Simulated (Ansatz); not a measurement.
The cluster Na3Pb. The state is a doublet with charge 0. Geometry PBE-D4/def2-TZVP, basis def2-TZVP, Ansatz.

```xyz
4

Na    1.706   -1.871   -0.834
Na   -2.282    0.768    1.146
Na   -0.121    1.009   -1.592
Pb    0.697    0.093    1.281
```

```tsv
run	HOMO (eV)	LUMO (eV)
A	-3.69	-1.58
B	-4.52	-0.89
C	-3.19	-1.91
D	-2.87	-2.28
E	-3.08	-2.28
F	-5.14	-0.18
```

In the def2 sets Pb takes a core potential; there is no spin–orbit coupling. The structure comes from a short search, and lower isomers may exist.

HOMO and LUMO are taken over both spins.

Question: The runs used BLYP, CAM-B3LYP, PBE, PBE0, r2SCAN, ωB97X-V. Estimate which is which.

Answer: A PBE0 (25 % exact exchange); B CAM-B3LYP (range-separated); C r2SCAN (0 % exact exchange); D BLYP (0 % exact exchange); E PBE (0 % exact exchange); F ωB97X-V (range-separated). Exact exchange lowers occupied and raises empty levels; among semilocal functionals meta-GGAs tend to open the gap a little, and such runs are hard to tell apart. The gap grows from 0.59 eV (BLYP) to 4.96 eV (ωB97X-V). At PBE0-D4/def2-TZVP, r2SCAN-D4/def2-TZVP the charge 0 doublet is spin-contaminated (final ⟨S²⟩ up to 1.01, 0.75 for a pure state).
